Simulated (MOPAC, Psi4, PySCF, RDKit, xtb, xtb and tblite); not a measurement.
Two geometries of SMILES C=C[SiH2][SiH2]C(=O)OC, relaxed at GFN2-xTB with one dihedral held; other torsions can differ between them too.

Structure A

```
18

C     -1.3602     0.8462     0.4044
C     -2.1601    -0.0572    -0.1402
Si    -1.6042    -1.7259    -0.8279
Si    -3.3254    -3.2647    -0.5922
C     -4.6063    -2.4783     0.5889
O     -5.4632    -1.6834     0.2860
O     -4.3760    -2.8616     1.8521
C     -5.1971    -2.2882     2.8628
H     -0.3017     0.6708     0.5130
H     -1.7184     1.7951     0.7756
H     -3.2163     0.1762    -0.2205
H     -0.3653    -2.1184    -0.1394
H     -1.2421    -1.5382    -2.2424
H     -4.0565    -3.5535    -1.8296
H     -2.9651    -4.5432     0.0255
H     -6.2464    -2.5213     2.6713
H     -5.0746    -1.2030     2.8742
H     -4.8735    -2.7204     3.8059
```

Structure B

```
18

C     -2.8262     1.0852    -0.0723
C     -2.7902    -0.0032    -0.8270
Si    -1.5110    -1.3790    -0.6500
Si    -0.7734    -1.5793     1.5390
C      0.3199    -0.0643     1.9402
O     -0.0777     1.0535     2.1704
O      1.6188    -0.3786     1.8736
C      2.5531     0.6723     2.0948
H     -2.1256     1.2512     0.7309
H     -3.5606     1.8642    -0.2164
H     -3.5254    -0.1044    -1.6177
H     -0.4212    -1.1083    -1.6051
H     -2.1468    -2.6252    -1.1070
H     -1.8461    -1.5511     2.5400
H      0.0750    -2.7397     1.8247
H      2.4675     1.0404     3.1192
H      2.3583     1.4981     1.4074
H      3.5396     0.2504     1.9211
```

Which is lower in energy at the level PBE0-D3(BJ)/def2-SVP // GFN2-xTB run with Psi4, and by how much?

B is lower, by 8.30 kJ/mol (dihedral C1–C2–Si3–Si4: 150° in A, 30° in B).

E(B) − E(A) in kJ/mol at the other levels, on the same two geometries: GFN2-xTB (xtb and tblite) -3.71; MMFF94 // GFN2-xTB (RDKit) 0.06; PBE0/def2-SVP // GFN2-xTB (Psi4) -7.67; PBE/def2-SVP // GFN2-xTB (Psi4) -7.67; PBE-D3(BJ)/def2-SVP // GFN2-xTB (Psi4) -8.34; UFF // GFN2-xTB (RDKit) -4.92; PM7, restricted, heats of formation // GFN2-xTB (MOPAC) -1.58; PM6, restricted, heats of formation // GFN2-xTB (MOPAC) -5.82; GFN1-xTB // GFN2-xTB (xtb) -6.60; restricted B3LYP/6-31G*, spherical d, density fitting // GFN2-xTB (PySCF) -5.40; restricted Hartree-Fock/STO-3G // GFN2-xTB (PySCF) -1.57; restricted BP86/6-31G*, spherical d, density fitting // GFN2-xTB (PySCF) -5.39; restricted Hartree-Fock/LANL2DZ, with its core potentials past Ne // GFN2-xTB (PySCF) -3.41.
